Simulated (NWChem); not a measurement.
Molecule: SiOF3, doublet; SMILES [O][Si](F)(F)F

```xyz
5

O     -0.0233    -0.9277    -1.4255
Si    -0.0005    -0.0006    -0.0318
F      1.2936     0.9496     0.0549
F      0.0190    -1.0738     1.1679
F     -1.2912     0.9497     0.0939
```
Atoms are numbered in this order, from 1.

Program: NWChem. Spin-unrestricted. The radical's symmetric form is orbitally degenerate, so geometry and low modes hang on which distorted state is reached. Coordinates come from a PBE-D3(BJ)/def2-SVP, spin-unrestricted optimisation. No stability test was run on the SCF state.

Estimate the computed values for B3LYP/def2-SVP. Quantities: highest occupied level (eV); lowest empty minus highest occupied level, either spin (eV); dipole (D); <S²>.

The highest occupied level (eV) is -10.07, the lowest empty minus highest occupied level, either spin (eV) comes out as 3.71 and the dipole (D) is 0.15. The <S²> is 0.752.
